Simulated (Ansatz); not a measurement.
Calculated with Ansatz (gas phase, PBE0-D4/def2-TZVP geometries, no zero-point term in ΔE). CCSD(T)/CBS adds triple-zeta CCSD(T) − MP2 to the extrapolated MP2 energy (def2 sets, frozen cores). Functionals use def2-TZVPP. B3LYP here is the variant with VWN-RPA as its local correlation; programs differ in this. For Ge outer-core shells are correlated without core-valence functions, which leaves a few kJ/mol of doubt a bond. Scalar relativity is left out up to krypton. One conformer a species, not always the lowest.

`CO[SiH](F)[O][GeH3]` + `CCN[SiH2]Cl` → `CC[N]([GeH3])[SiH2]Cl` + `CO[SiH](O)F`  (ligand exchange at a Ge–O bond)

CCSD(T)/CBS gives +0.30 eV.

Problem. Another level gave +0.37 eV. Which?
A. B3LYP/def2-TZVPP
B. HF/def2-TZVPP
C. B3LYP-D4/def2-TZVPP
D. CCSD(T)/def2-TZVPP

Solution. C. B3LYP-D4 0.37, B3LYP 0.46, CCSD(T)/def2-TZVPP 0.31, HF/def2-TZVPP 0.58 eV.

Problem. What do rigid-rotor, harmonic-oscillator terms from PBE0-D4/def2-TZVP frequencies (298.15 K, 1 bar) make of the CCSD(T)/CBS value? (Estimate.)

Solution. Computed: ΔZPE = -0.03 eV, ΔH = +0.27 eV, ΔS = -11 J/(mol·K), ΔG = +0.30 eV. Modes under 50 cm⁻¹ make the entropy rough.

Largest T1 diagnostic among the species: 0.012.

The D4 term adds −0.09 eV with B3LYP and −0.05 eV with PBE0; it sums over pairs of atoms, weighted by their polarisabilities, and B3LYP, whose exchange is more repulsive, gets the larger term. In def2-TZVPP, CCSD(T) changes the Hartree–Fock value by −0.27 eV (the triples alone add −0.04 eV) and MP2 by −0.32 eV.
